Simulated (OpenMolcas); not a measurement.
4d6 along the 42-electron sequence

```json
{
  "Program": "OpenMolcas",
  "Method": "MS-CASPT2, IPEA 0.25 Eh, imaginary shift 0.1 Eh",
  "Basis": "ANO-RCC-VTZP",
  "Scalar Hamiltonian": "DKH2, point nucleus",
  "Spin-orbit coupling": "RASSI with atomic mean-field integrals over the reference wave functions, term energies averaged over their components"
}
```

Active space for each ion: 6 electrons in 10 orbitals (4d 5d); closed shells correlated by CASPT2: 4s 4p.

Computed levels in cm-1 above 5D4:

```tsv
Level	Ru2+	Rh3+	Pd4+	Ag5+
5D3	1111	1507	2010	2520
5D2	1767	2350	3050	3760
5D1	2190	2920	3790	4670
5D0	2400	3190	4130	5090
3P2(1)	15930	18050	19730	21840
3H6	16270	18450	20350	22760
3H5	16480	18700	20600	23020
3F3(1)	17950	20510	22740	25480
3F2(1)	18440	21140	23540	26390
weight of 5D in the lowest level (%)	99	98	98	97
```

Mixed levels, with the weight of the term that names them: Ag5+ 3H5 (73 %), Ag5+ 3F3(1) (75 %).

Measured, with the error of the calculation in %. Measured levels: Ru2+ from Moore, Atomic Energy Levels, vol. III, NSRDS-NBS 35 (1971 reprint of NBS Circular 467, 1958); Ag5+ from the list in Gamrath, thesis, University of Mons (2023).

```csv
Level,Ru2+,Ag5+
5D3,1159 (-4.1),2692 (-6.5)
5D2,1826 (-3.2),3953 (-5.0)
5D1,2266 (-3.2),4941 (-5.4)
5D0,2476 (-3.1),5380 (-5.3)
3P2(1),,21042 (+3.8)
3H6,,21512 (+5.8)
3H5,,21812 (+5.5)
3F3(1),,24441 (+4.3)
3F2(1),,25306 (+4.3)
```

The fine-structure level 5D0 changes by a factor of 2.12 from Ru2+ to Ag5+. Its fourth root runs 7.00, 7.52, 8.02, 8.45, with steps per unit of Z of 0.52, 0.50, 0.43; equal steps would mean a (Z - σ)^4 law with constant σ.

3P2(1) changes by a factor of 1.37 over the same range, with steps per unit of Z of +2120, +1680, +2110 cm-1.

CASPT2 breaks the degeneracy within a term, and the mean is taken; among the terms shown or strongly mixed into the levels shown the widest spread is 350 cm-1 (4d6 3G, Pd4+). Active for correlation alone: 5d; no level in the range computed is led by a configuration that fills it, so any true level of that kind is missing. Computed and measured levels are paired by configuration, term and J; levels that our copy of the source lacks, or whose pairing is in doubt (as where it misses far off the trend of its configuration), stay unpaired and out of the deviations. Only configurations of the active space appear.

A number in round brackets counts repeated terms of one configuration in the order of the reference energies.
